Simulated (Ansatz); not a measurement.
The pair A = CHN (SMILES C#N) (first 3 atoms), B = C2H6O (SMILES COC); geometry from B3LYP-D3(BJ)/def2-TZVP.
(charge 0, multiplicity 1):
```xyz
12

C     -0.2934     0.1884    -0.3061
N     -0.3619     0.3099    -1.4448
H     -0.2267     0.0738     0.7655
C      0.0902    -1.3856     3.3283
O     -0.1038    -0.1346     2.6953
C     -0.0513     0.9579     3.5935
H     -0.6866    -1.5706     4.0790
H      1.0716    -1.4334     3.8138
H      0.0336    -2.1530     2.5582
H     -0.8339     0.8772     4.3565
H     -0.2096     1.8652     3.0131
H      0.9242     1.0130     4.0901
```

Frozen-core correlation. MP2 and its Hartree–Fock in aug-cc-pVTZ are density fitted.

Run with Ansatz (an electronic-structure program). 

The counterpoise-corrected interaction energy is E(AB) − E(A in the pair's basis) − E(B in the pair's basis). Total energies (hartree):

| level | AB | A in the pair's basis | B in the pair's basis |
|---|---|---|---|
| HF/aug-cc-pVDZ | -246.9824399 | -92.8881154 | -154.0868537 |
| MP2/aug-cc-pVDZ | -247.7826085 | -93.1819515 | -154.5919840 |
| HF/aug-cc-pVTZ | -247.0459452 | -92.9097558 | -154.1285900 |
| MP2/aug-cc-pVTZ | -248.0069286 | -93.2594536 | -154.7380391 |
| CCSD(T)/aug-cc-pVDZ | -247.8578960 | -93.2038384 | -154.6457290 |

Task: Work out the counterpoise-corrected interaction energy at the basis-set limit: extrapolate the MP2 correlation part as X⁻³, take Hartree–Fock from the larger set, and add the CCSD(T) − MP2 difference of aug-cc-pVDZ.

Result: 
1. Differences (1 hartree = 627.509 kcal/mol): HF/aug-cc-pVDZ -4.688; MP2/aug-cc-pVDZ -5.442; HF/aug-cc-pVTZ -4.769; MP2/aug-cc-pVTZ -5.921; CCSD(T)/aug-cc-pVDZ -5.226.
2. Correlation parts, MP2 less HF: -0.754 in aug-cc-pVDZ (X = 2), -1.152 in aug-cc-pVTZ (X = 3).
3. Limit (3³·(-1.152) − 2³·(-0.754))/(3³ − 2³) = -1.320; with HF/aug-cc-pVTZ it gives -6.089.
4. CCSD(T) less MP2 in aug-cc-pVDZ: 0.216.
Result: -5.87 kcal/mol, against -5.44 at MP2/aug-cc-pVDZ. It is an estimate of this method's limit, not of the exact value.
